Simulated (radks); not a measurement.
Values are calculated unless marked as measured or tabulated.
Yb I, configuration [Xe] 4f14 6p2 (not the ground configuration). Code: a radial shooting solver on a logarithmic mesh with Libxc functionals. Model: scalar-relativistic Kohn-Sham, PBE, spin-polarised, spherical densities, finite nucleus; open shells are filled with parallel spins first (spin-orbit coupling, left out, can overturn this in heavy ions); Fermi nuclear charge, rms radius 5.3108 fm.

Normalised radial functions P(r) = r R(r), r in bohr:

r,5s down,4f down,6p up
0.0008416,0.0459,0.0000,0.0002
0.001159,0.0590,0.0000,0.0004
0.001596,0.0750,0.0000,0.0006
0.002198,0.0940,0.0000,0.0011
0.003003,0.1150,0.0000,0.0019
0.004135,0.1374,0.0000,0.0032
0.005695,0.1574,0.0000,0.0054
0.007842,0.1689,0.0000,0.0089
0.0108,0.1624,0.0001,0.0144
0.01487,0.1257,0.0002,0.0224
0.02048,0.0481,0.0007,0.0329
0.02821,-0.0695,0.0023,0.0443
0.03853,-0.1950,0.0067,0.0515
0.05307,-0.2664,0.0189,0.0466
0.07308,-0.1889,0.0500,0.0200
0.1006,0.0655,0.1211,-0.0272
0.1386,0.3402,0.2622,-0.0691
0.1909,0.3191,0.4952,-0.0596
0.2628,-0.1220,0.7945,0.0195
0.362,-0.5468,1.0579,0.1019
0.4945,-0.3457,1.1502,0.0824
0.681,0.4217,1.0305,-0.0510
0.9378,1.0138,0.7790,-0.1783
1.291,0.9726,0.5112,-0.1709
1.779,0.5428,0.2946,-0.0068
2.449,0.1789,0.1485,0.2300
3.373,0.0323,0.0655,0.4310
4.645,0.0027,0.0236,0.4997
6.346,0.0001,0.0061,0.3698
8.739,0.0000,0.0010,0.1728
12.03,0.0000,0.0001,0.0496
16.57,0.0000,0.0000,0.0072

5s down: eigenvalue -57.814 eV, 4 radial nodes at r = 0.0236, 0.0939, 0.245, 0.579 bohr, <r> = 1.21 bohr, 90 % of the charge inside 1.75 bohr. 4f down: eigenvalue -5.827 eV, 0 radial nodes, <r> = 0.784 bohr, 90 % of the charge inside 1.38 bohr. 6p up: eigenvalue -2.641 eV, 4 radial nodes at r = 0.0846, 0.247, 0.613, 1.80 bohr, <r> = 5.09 bohr, 90 % of the charge inside 7.48 bohr.
